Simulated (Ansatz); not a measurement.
Reaction (cleavage of the Al–Si bond): `[OH][Al]([SiH3])[Cl]` + `O[SiH3]` → `[OH][Al]([Cl])[O][SiH3]` + SiH₄

Isolated molecules relaxed with PBE0-D4/def2-TZVP in Ansatz; ΔE leaves out vibrations. CCSD(T)/CBS is the MP2 limit (def2-TZVPP, def2-QZVPP) plus CCSD(T) − MP2 in def2-TZVPP, frozen cores. This one scheme is used for every species. Functionals use def2-TZVPP. Each species was taken in one conformer, which may not be the lowest.

`[OH][Al]([SiH3])[Cl]`:

Z-matrix (Å, degrees):
```
Si
Al 1 2.433
H 1 1.487 2 111.1
H 1 1.489 2 110.2 3 120.2
H 1 1.489 2 110.4 3 -120.5
Cl 2 2.104 1 122.2 3 -2.6
O 2 1.687 1 119.0 3 177.5
H 7 0.957 2 124.3 1 179.6
```

`O[SiH3]`:

Z-matrix (Å, degrees):
```
Si
O 1 1.648
H 1 1.489 2 111.7
H 1 1.489 2 111.7 3 120.9
H 1 1.481 2 105.9 3 -119.6
H 2 0.957 1 117.9 3 -60.5
```

`[OH][Al]([Cl])[O][SiH3]`:

Z-matrix (Å, degrees):
```
Si
O 1 1.629
H 1 1.486 2 109.9
H 1 1.486 2 110.5 3 120.5
H 1 1.486 2 109.3 3 -119.6
Al 2 1.671 1 162.1 3 -80.9
Cl 6 2.076 2 120.2 1 1.6
O 6 1.680 2 122.2 1 -178.4
H 8 0.956 6 122.8 2 0.1
```

SiH₄:

Cartesian coordinates in Å:
```
Si 0.000 0.000 0.000
H 0.616 -0.659 -1.179
H 0.548 -0.599 1.243
H -1.471 -0.194 -0.036
H 0.308 1.452 -0.027
```

| level | ΔE (eV) |
| --- | --- |
| r2SCAN-D4 | -1.47 |
| MP2/def2-TZVPP | -1.61 |

(1) What does CCSD(T)/CBS give? (Estimate.)

Largest T1 diagnostic among the species: 0.012.

## Answers

(1) The calculation gave: -1.50 eV. The listed levels differ from it by 0.03, -0.11 eV.

From PBE to PBE0 (25 % exact exchange), in def2-TZVPP and without D4, ΔE moves by −0.09 eV. Leaving LDA and LC-ωPBE aside and taking each functional with its dispersion term where it has one, the values, not all of them listed here, spread over 0.40 eV, from BHLYP-D4 to PBE-D4. In def2-TZVPP, CCSD(T) changes the Hartree–Fock value by +0.21 eV (the triples alone add +0.03 eV) and MP2 by +0.13 eV.
